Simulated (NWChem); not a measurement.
System: C₂H₆Si, singlet; SMILES C[Si]C

Parts of the log:

```
             Northwest Computational Chemistry Package (NWChem) 7.3.0
             --------------------------------------------------------

 C2  symmetry detected

                             Geometry "geometry" -> ""
                             -------------------------

 Output coordinates in angstroms (scale by  1.889725989 to convert to a.u.)

  No.       Tag          Charge          X              Y              Z
 ---- ---------------- ---------- -------------- -------------- --------------
    1 Si                  14.0000     0.00000000     0.00000000     0.75442231
    2 C                    6.0000    -1.43852184    -0.00792002    -0.49747269
    3 H                    1.0000    -2.40423089    -0.29901125    -0.05755569
    4 H                    1.0000    -1.25026890    -0.60498674    -1.40618569
    5 H                    1.0000    -1.54193494     1.04475490    -0.83237869
    6 C                    6.0000     1.43852184     0.00792002    -0.49747269
    7 H                    1.0000     1.25026890     0.60498674    -1.40618569
    8 H                    1.0000     1.54193494    -1.04475490    -0.83237869
    9 H                    1.0000     2.40423089     0.29901125    -0.05755569

 Effective nuclear repulsion energy (a.u.)      97.0502259579

      Symmetry information
      --------------------

 Group name             C2
 Group number              4
 Group order               2
 No. of unique centers     5

  pbe96 is a nonlocal functional; adding pw91lda local functional.

                                 NWChem DFT Module
                                 -----------------

 Summary of "ao basis" -> "ao basis" (spherical)
 ------------------------------------------------------------------------------
       Tag                 Description            Shells   Functions and Types
 ---------------- ------------------------------  ------  ---------------------
 Si                          6-31g*                  8       18   4s3p1d
 C                           6-31g*                  6       14   3s2p1d
 H                           6-31g*                  2        2   2s

      Symmetry analysis of basis
      --------------------------

        a          30
        b          28

            General Information
            -------------------
          SCF calculation type: DFT
          Wavefunction type:  closed shell.
          No. of atoms     :     9
          No. of electrons :    32
           Alpha electrons :    16
            Beta electrons :    16
          Charge           :     0
          Spin multiplicity:     1
          Use of symmetry is: on ; symmetry adaption is: on
          Maximum number of iterations: 150
          AO basis - number of functions:    58
                     number of shells:    32
          Convergence on energy requested:  1.00D-06
          Convergence on density requested:  1.00D-05
          Convergence on gradient requested:  5.00D-04

              XC Information
              --------------
                     Hartree-Fock (Exact) Exchange  1.000
                     LC-wPBE(h)Exchange Functional  1.000
            Perdew 1991 LDA Correlation Functional  1.000 local
           PerdewBurkeErnz. Correlation Functional  1.000 non-local

           Range-Separation Parameters
           ---------------------------
           Alpha           :  0.00
           Beta            :  1.00
           Gamma           :  0.20
           Short-Range HF  :     F

             Grid Information
             ----------------
          Grid used for XC integration:  medium
          Radial quadrature: Mura-Knowles
          Angular quadrature: Lebedev.
          Tag              B.-S. Rad. Rad. Pts. Rad. Cut. Ang. Pts.
          ---              ---------- --------- --------- ---------
          Si                  1.10       88           8.0       590
          C                   0.70       49          10.0       434
          H                   0.35       45          11.0       434
          Grid pruning is: on
          Number of quadrature shells:   272
          Spatial weights used:  Erf1

      Superposition of Atomic Density Guess
      -------------------------------------

 Sum of atomic energies:        -367.12721105

      Non-variational initial energy
      ------------------------------

 Total energy =    -368.519848
 1-e energy   =    -696.809465
 2-e energy   =     231.239391
 HOMO         =      -0.208091
 LUMO         =      -0.052367

      Symmetry analysis of molecular orbitals - initial
      -------------------------------------------------

  Numbering of irreducible representations:

     1 a           2 b

  Orbital symmetries:

     1 a           2 a           3 b           4 a           5 b
     6 a           7 b           8 a           9 b          10 a
    11 a          12 b          13 b          14 a          15 b
    16 a          17 b          18 b          19 a          20 a
    21 a          22 b          23 a          24 b          25 b
    26 a

   convergence    iter        energy       DeltaE   RMS-Dens  Diis-err
 ---------------- ----- ----------------- --------- --------- ---------
 d= 0,ls=0.0,diis     1   -368.9828705456 -4.66D+02  7.98D-03  2.58D-01
 d= 0,ls=0.0,diis     2   -369.0055029160 -2.26D-02  3.05D-03  4.31D-02
 d= 0,ls=0.0,diis     3   -369.0097422233 -4.24D-03  1.22D-03  1.25D-02
 d= 0,ls=0.0,diis     4   -369.0113942091 -1.65D-03  2.32D-04  2.63D-05
 d= 0,ls=0.0,diis     5   -369.0114034486 -9.24D-06  5.04D-05  2.39D-06
 d= 0,ls=0.0,diis     6   -369.0114041191 -6.70D-07  1.82D-05  1.43D-07
 d= 0,ls=0.0,diis     7   -369.0114041741 -5.49D-08  3.65D-06  3.41D-09

         Total DFT energy =     -369.011404174050
      One electron energy =     -699.986346443454
           Coulomb energy =      267.644247584036
    Exchange-Corr. energy =      -33.719531272574
 Nuclear repulsion energy =       97.050225957941

 Numeric. integr. density =       32.000026233379

                  Occupations of the irreducible representations
                  ----------------------------------------------

                     irrep           alpha         beta
                     --------     --------     --------
                     a                 9.0          9.0
                     b                 7.0          7.0

                       DFT Final Molecular Orbital Analysis
                       ------------------------------------

 Vector   14  Occ=2.000000D+00  E=-4.439365D-01  Symmetry=b
              MO Center=  7.4D-16,  4.1D-16, -5.3D-01, r^2= 4.0D+00
   Bfn.  Coefficient  Atom+Function         Bfn.  Coefficient  Atom+Function
  ----- ------------  ---------------      ----- ------------  ---------------
    23      0.272934  2 C  pz                43     -0.272934  6 C  pz
    33      0.165936  3 H  s                 57     -0.165936  9 H  s
    21     -0.155093  2 C  px                35     -0.155318  4 H  s
    41     -0.155093  6 C  px                53      0.155318  7 H  s
    27      0.140492  2 C  pz                47     -0.140492  6 C  pz

 Vector   15  Occ=2.000000D+00  E=-3.538711D-01  Symmetry=b
              MO Center=  1.4D-15, -1.2D-16, -1.4D-01, r^2= 3.0D+00
   Bfn.  Coefficient  Atom+Function         Bfn.  Coefficient  Atom+Function
  ----- ------------  ---------------      ----- ------------  ---------------
     7      0.355054  1 Si px                21     -0.296580  2 C  px
    41     -0.296580  6 C  px                25     -0.187506  2 C  px
    45     -0.187506  6 C  px                23     -0.155287  2 C  pz
    43      0.155287  6 C  pz                 3     -0.151035  1 Si px
    24     -0.128687  2 C  s                 44      0.128687  6 C  s

 Vector   16  Occ=2.000000D+00  E=-2.671234D-01  Symmetry=a
              MO Center= -1.4D-15,  8.3D-18,  8.9D-01, r^2= 2.8D+00
   Bfn.  Coefficient  Atom+Function         Bfn.  Coefficient  Atom+Function
  ----- ------------  ---------------      ----- ------------  ---------------
    10      0.460079  1 Si s                  9      0.447148  1 Si pz
     6      0.291050  1 Si s                 13      0.208481  1 Si pz
     5     -0.179803  1 Si pz                24     -0.174644  2 C  s
    44     -0.174644  6 C  s                 23     -0.172243  2 C  pz
    43     -0.172243  6 C  pz                 2     -0.140140  1 Si s

 Vector   17  Occ=0.000000D+00  E=-1.775345D-02  Symmetry=b
              MO Center=  1.3D-15, -8.1D-16,  7.1D-01, r^2= 3.0D+00
   Bfn.  Coefficient  Atom+Function         Bfn.  Coefficient  Atom+Function
  ----- ------------  ---------------      ----- ------------  ---------------
     8      0.577571  1 Si py                12      0.578039  1 Si py
     4     -0.218173  1 Si py                38     -0.186385  5 H  s
    56      0.186385  8 H  s                 36      0.139187  4 H  s
    54     -0.139187  7 H  s                 37     -0.084108  5 H  s
    55      0.084108  8 H  s                 22     -0.070544  2 C  py

 Vector   18  Occ=0.000000D+00  E= 1.129329D-01  Symmetry=b
              MO Center=  1.0D-14,  7.5D-16,  8.8D-01, r^2= 4.7D+00
   Bfn.  Coefficient  Atom+Function         Bfn.  Coefficient  Atom+Function
  ----- ------------  ---------------      ----- ------------  ---------------
    11      1.164667  1 Si px                24      0.854360  2 C  s
    44     -0.854360  6 C  s                  7      0.296971  1 Si px
    36     -0.252064  4 H  s                 54      0.252064  7 H  s
    27      0.173334  2 C  pz                47     -0.173334  6 C  pz
    25      0.151354  2 C  px                45      0.151354  6 C  px

[...]
```

Level: LC-wPBE (HJS exchange hole, range parameter 0.2 per bohr)/6-31G* (spherical d), vertical spin-unrestricted ions. Low-valent species are run as closed-shell singlets; no triplet was tried in these runs. All runs use the structure optimised with PBE0/def2-SVP.

### Question
Reconstruct the input file.

### Answer
Several could match; the one computed here: the input that was run:
```
start job
memory heap 200 mb stack 900 mb global 1100 mb
geometry units angstroms noautoz
  Si     0.000000     0.000000     0.756786
  C     -1.438355     0.023296    -0.495109
  H     -2.410153    -0.246772    -0.055192
  H     -1.263102    -0.577715    -1.403822
  H     -1.518902     1.077967    -0.830015
  C      1.438355    -0.023296    -0.495109
  H      1.263102     0.577715    -1.403822
  H      1.518902    -1.077967    -0.830015
  H      2.410153     0.246772    -0.055192
end
basis spherical
  Si library 6-31g*
  C library 6-31g*
  H library 6-31g*
end
dft
  xc xwpbe 1.00 cpbe96 1.0 hfexch 1.00
  cam 0.2 cam_alpha 0.0 cam_beta 1.0
  iterations 150
  vectors input atomic output neutral.movecs
end
task dft energy
charge 1
dft
  odft
  mult 2
  vectors input atomic output cation.movecs
end
task dft energy
```
